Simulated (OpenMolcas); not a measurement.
## Li I: effect of the active space

```json
{
 "Program": "OpenMolcas 26.06",
 "Method": "SS-CASPT2, IPEA 0.25 Eh, imaginary shift 0.1 Eh",
 "Basis": "ANO-RCC-VTZP",
 "Scalar Hamiltonian": "DKH2, point nucleus",
 "Spin-orbit coupling": "RASSI with atomic mean-field integrals over the reference wave functions, term energies averaged over their components"
}
```

A. 1 electron in 4 orbitals (2s 2p); 2S+1 = 2 even, 1 root; 2S+1 = 2 odd, 3 roots; closed shells correlated: 1s; CASPT2 step about 0.5 core-seconds
B. 1 electron in 8 orbitals (2s 2p 3s 3p); 2S+1 = 2 even, 1 root; 2S+1 = 2 odd, 3 roots; closed shells correlated: 1s; CASPT2 step roughly 0.6 core-seconds

Energies in cm⁻¹ above 2s ²S_1/2, the measured ground level; measured values from NIST Handbook of Basic Atomic Spectroscopic Data.

```
     Level      A      B  Measured
 2s ²S_1/2    0.0    0.0       0.0
2p ²P°_1/2  14869  14870     14904
2p ²P°_3/2  14869  14870     14904
```

Deviations, from unrounded energies. A percentage is the sum of absolute deviations over the sum of measured energies, with the sign that they share, or ± where signs differ.

| Against measurement | Levels | A | B |
| --- | --- | --- | --- |
| mean absolute deviation (cm-1) | 2 | 35 | 34 |
| other configurations (%) | 2 | -0.2 | -0.2 |

A, B lie about equally close to measurement. The largest miss of B in the table is 2p ²P°_3/2, by -34 cm-1. The ranking rests on the paired levels alone, and a cruder setting can come out closer through cancelling errors.

Between A and B no level of the table moves by more than 5 cm-1.

ANO sets are built for ground and valence states and can reach diffuse excited orbitals poorly. With one active electron, CASPT2 adds the correlation within the correlated inactive shells and between them and that electron, and leaves the splitting within a term as the reference gives it. With one active electron outside closed inactive shells, the extra shells (3p 3s) add no correlation to the reference (holds for B). Measured partners are found by configuration, term and J. A level has none where our copy of the source lacks it or the pairing is in doubt (some pairs that miss far off the trend of their configuration count as doubtful), and it then counts in no deviation. Only configurations of the active space appear.

° marks odd parity.
